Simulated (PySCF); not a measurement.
C3H7NSi, SMILES C(N[SiH3])=C=C. Atoms are numbered in the order given.

```xyz
12

C     -0.7745     2.4072     0.0000
C      0.1858     1.5127     0.0000
C      1.1489     0.6112     0.0000
N      0.9587    -0.7757     0.0000
Si    -0.6098    -1.5443     0.0000
H     -1.1945     2.7994    -0.9354
H     -1.1945     2.7994     0.9354
H      2.1914     0.9517     0.0000
H      1.8055    -1.3280     0.0000
H     -1.4037    -1.1749     1.2075
H     -0.3353    -3.0093     0.0000
H     -1.4037    -1.1749    -1.2075
```
Charge 0, spin multiplicity 1.

Geometry optimised at ωB97X-D3(BJ)/def2-SVP. The structure was generated by enumeration, and PubChem lists no compound with its InChIKey, so it may never have been made. Other conformers were not sampled.

Calculation: PBE0/pcSseg-1 run with PySCF.

GIAO shieldings, no solvent; atoms alike by connectivity are averaged. δ = σ(ref) − σ: ¹³C against TMS (σ = 186.3 ppm); ¹⁵N against NH3 (σ = 267.4 ppm); ²⁹Si against TMS (σ = 352.7 ppm); ¹H against TMS (σ = 31.56 ppm), references at their B3LYP-D3(BJ)/def2-TZVP geometries, non-relativistic.

```tsv
atoms	nucleus	count	δ (ppm)
C2	¹³C	1	223.5
C3	¹³C	1	112.7
C1	¹³C	1	97.5
N4	¹⁵N	1	36.7
Si5	²⁹Si	1	?
H8	¹H	1	?
H6, H7	¹H	2	?
H10, H11, H12	¹H	3	?
H9	¹H	1	1.42
```

Problem. Fill in the missing entries. (The exact figures need the calculation; the answer reports its results.)

Solution. 
- H6, H7, δ (ppm): 6.15
- H10, H11, H12, δ (ppm): 4.79
- Si5, δ (ppm): -57.9
- H8, δ (ppm): 6.75
